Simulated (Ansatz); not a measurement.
CH5BGeO, SMILES `O=C[BH][GeH3]`. Charge 0, multiplicity 1.

Z-matrix (Å, degrees):
```
Ge
B 1 2.059
H 1 1.543 2 107.8
H 1 1.538 2 112.8 3 119.1
H 1 1.537 2 111.7 3 -117.9
C 2 1.536 1 120.9 3 -115.3
H 2 1.194 1 121.4 3 72.8
O 6 1.222 2 99.6 1 -85.8
H 6 1.104 2 138.5 1 94.2
```

List the harmonic frequencies (cm⁻¹, unscaled) at PBE0-D4/def2-TZVP in Ansatz. (Estimate.)

The calculation gave: 63, 89, 172, 210, 430, 475, 574, 719, 806, 852, 879, 894, 1018, 1091, 1382, 1710, 2128, 2151, 2154, 2642, 2976.

Is this a minimum?

Yes, all 21 modes are real.

Give the ideal-gas thermochemistry at 298.15 K and 1 bar (rigid rotor, harmonic oscillator; point group C1, symmetry number 1).

Zero-point energy 140.1 kJ/mol; H(298) − E = 160.1 kJ/mol; entropy 342.8 J/(mol·K), of which translation 168.2, rotation 109.0, vibration 65.7; G(298) − E = 57.8 kJ/mol. Modes under 100 cm⁻¹ are hindered rotations or soft bends, so the harmonic entropy is rough.

Rotational constants (cm⁻¹)?

0.5409, 0.0667, 0.06439.
